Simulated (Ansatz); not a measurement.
Basis sets compared for Sn₂Te₃. Total charge 0; singlet. Geometry PBE0-D4/def2-SVP. Ansatz on 4 threads of Arm Neoverse V2 on a shared host; times are rough, and most runs start from earlier orbitals.

```tsv
atom	x (Å)	y (Å)	z (Å)
Sn1	-2.2025	-0.5494	0.5304
Sn2	-0.1223	0.8428	-0.9028
Te3	1.9225	1.9085	-1.9884
Te4	0.1771	-0.0937	2.1239
Te5	0.2252	-2.1081	0.2368
```

In the def2 sets Sn, Te take a core potential; there is no spin–orbit coupling. Another isomer (singlet) lies 1.18 eV lower at PBE0-D4/def2-TZVP; other spin states weren't run for this one.

Binding counts from free atoms (Sn triplet, Te triplet) in the same basis, without a counterpoise term.

| level | functions | energy (Eh) | HOMO (eV) | LUMO (eV) | binding per atom (eV) | wall time |
| --- | --- | --- | --- | --- | --- | --- |
| PBE-D4/def2-SVP | 130 | -1232.8294 | -4.91 | -3.31 | 2.46 | 1.8 s |
| PBE0-D4/def2-SVP | 130 | -1232.8860 | -5.82 | -2.67 | 2.28 | 3.5 s |

Question: Estimate the rows for PBE-D4/def2-TZVP (with forces), PBE0-D4/def2-TZVP.

Answer: 
```
                         level  functions  energy (Eh)  HOMO (eV)  LUMO (eV)  binding per atom (eV)  wall time
PBE-D4/def2-TZVP (with forces)        250   -1232.8764      -4.98      -3.32                   2.49      4.5 s
             PBE0-D4/def2-TZVP        250   -1232.9309      -5.85      -2.64                   2.34       10 s
```
